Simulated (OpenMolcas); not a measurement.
As⁺: CASPT2 settings compared

```
Program             : OpenMolcas
Basis               : ANO-R1 [5s4p3d1f]
Scalar Hamiltonian  : X2C, finite nucleus
Active space        : 2 electrons in 3 orbitals (4p)
State averaging     : 2S+1 = 3 even, 3 roots; 2S+1 = 1 even, 6 roots
Spin-orbit coupling : RASSI with atomic mean-field integrals over the reference wave functions, term energies averaged over their components
```

Methods on the same reference wave functions:
A. CASSCF
B. SS-CASPT2, IPEA 0.5 Eh, imaginary shift 0.3 Eh (closed shells correlated: 3d 4s)
C. XMS-CASPT2, IPEA 0.15 Eh, sigma2 regulariser 0.4 Eh (closed shells correlated: 3d 4s)
D. XMS-CASPT2, IPEA 0.15 Eh, real shift 0.25 Eh (closed shells correlated: 4s)

Energies in cm-1 above 4s2 4p2 3P0, the measured ground level; measured values from NIST Handbook of Basic Atomic Spectroscopic Data.

```
      Level      A      B      C      D  Measured
4s2 4p2 3P0    0.0    0.0    0.0    0.0       0.0
4s2 4p2 3P1    925    951    945    945      1063
4s2 4p2 3P2   2344   2350   2350   2350      2541
4s2 4p2 1D2  12443  11260  11620  11440     10096
4s2 4p2 1S0  28313  24460  25160  25230     22599
```

Deviations, from unrounded energies. A percentage is the sum of absolute deviations over the sum of measured energies, with the sign that they share, or ± where signs differ.

```csv
Against measurement,Levels,A,B,C,D
mean absolute deviation (cm-1),4,2100,830,1100,1100
fine structure of the ground term (%),2,-9.3,-8.3,-8.5,-8.6
other terms of the ground configuration (%),2,+24.7,+9.2,+12.5,+12.2
```

B lies closest to measurement on these levels and A furthest from it. The largest miss of B in the table is 4s2 4p2 1S0, by +1900 cm-1. The ranking rests on the paired levels alone, and a cruder setting can come out closer through cancelling errors.

Among B to D the level of the table that moves most is 4s2 4p2 1S0, by 770 cm-1 (lowest in B, highest in D). Moves below CASPT2's spread within the term are not significant.

The mean deviations of B to D differ by less than CASPT2's widest spread within a term (320 cm-1), so their order carries little weight.

From A to B the spin-free energies of the other terms of 4s2 4p2 shown, above 3P, scale by factors of 0.85 to 0.88.

The lowest spin-free term lies below A's lowest term by 0.410 hartree in B, 0.421 hartree in C, 0.049 hartree in D.

CASPT2 breaks the degeneracy within a term, and the mean is taken; among the terms shown or strongly mixed into the levels shown the widest spread is 320 cm-1 (4s2 4p2 1D, D). With the s shell closed, the reference lacks s² → p² mixing. Without dynamic correlation excited terms often stand tens of per cent too high (terms of higher spin than the ground term too low), and those without a measured partner can miss by more than the paired ones (holds for A). Some terms miss by over 15 % even with CASPT2, which points to a basis or an active space too small for the shells correlated (holds for C). Measured partners are found by configuration, term and J. A level has none where our copy of the source lacks it or the pairing is in doubt (some pairs that miss far off the trend of their configuration count as doubtful), and it then counts in no deviation. Only configurations of the active space appear.
